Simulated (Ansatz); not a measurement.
# A barrier at the coupled-cluster level

Start structure (SiH2OF2, singlet), relaxed at PBE0-D4/def2-TZVP:

```
6
angstrom
Si -0.1418 0.1260 -0.3372
O 0.8756 -0.6945 0.6097
H 0.2454 -0.0874 -1.7314
F -1.6387 -0.3391 -0.1088
F -0.1217 1.6726 0.0044
H 0.7813 -0.6776 1.5633
```

The step: SiH₂OF₂ ([OH][SiH]([F])[F]) → SiF₂ + H₂O; bonds formed: O2–H3; bonds broken: Si1–O2, Si1–H3. Program: Ansatz 0.2.0. Basis: def2-TZVPP and def2-QZVPP. Cores are frozen in the correlated methods. Extrapolation: Hartree–Fock as exp(−7.88 √X), correlation as X^−2.97. Energies below are by CCSD(T) at an estimated basis limit (MP2 extrapolated from triple and quadruple zeta, plus CCSD(T) − MP2 in triple zeta).

Question: What are the electronic barrier and the energy of the step, from the start structure to the end structure? (To be estimated.)

Answer: Computed: Barrier 3.685 eV; step energy 2.338 eV (uphill); reverse barrier, their difference, 1.347 eV. Barrier and step energy count from the start structure, the reverse barrier from the end structure.

The saddle point: One imaginary mode of 1494i cm⁻¹.
| pair | start (Å) | saddle (Å) | end (Å) |
| --- | --- | --- | --- |
| O2–H3 | 2.50 | 1.27 | 0.97 |
| Si1–O2 | 1.61 | 1.82 | 2.17 |
| Si1–H3 | 1.46 | 1.63 | 2.58 |

Zero-point energy (harmonic, PBE0-D4): ZPE is 0.793 eV at the start and 0.682 eV at the saddle, so the barrier goes from 3.685 to 3.573 eV.

First-order rate constant out of the start structure at 498 K by transition-state theory, with harmonic vibrational free energies alone and no tunnelling: ΔA‡ = 3.573 eV, so k = (kB T/h) exp(−ΔA‡/kB T) ≈ 10^-23 s⁻¹ (an order of magnitude at best: rotation, the number of equivalent paths and anharmonicity are left out).

No T1 diagnostic of these runs exceeds 0.015. The restricted Hartree–Fock reference is unstable towards an unrestricted one at one or more of these structures.

Losses and insertions of silylenes and their heavier kin drive the gas-phase chemistry of silicon and germanium vapour deposition.

Labels in which every atom is bracketed show which atoms are joined, not bond orders.

For scale, one of the runs: CCSD(T)/def2-TZVPP, 163 basis functions, launched by `ansatz run in.yaml --threads 2 --pin off --events-out ev --progress --plain --max-ram 4352MiB`. Hardware: 2 CPU threads of an Intel Xeon Platinum 8259CL, shared host. Wall time 28 s; peak host memory 1.4 GiB.
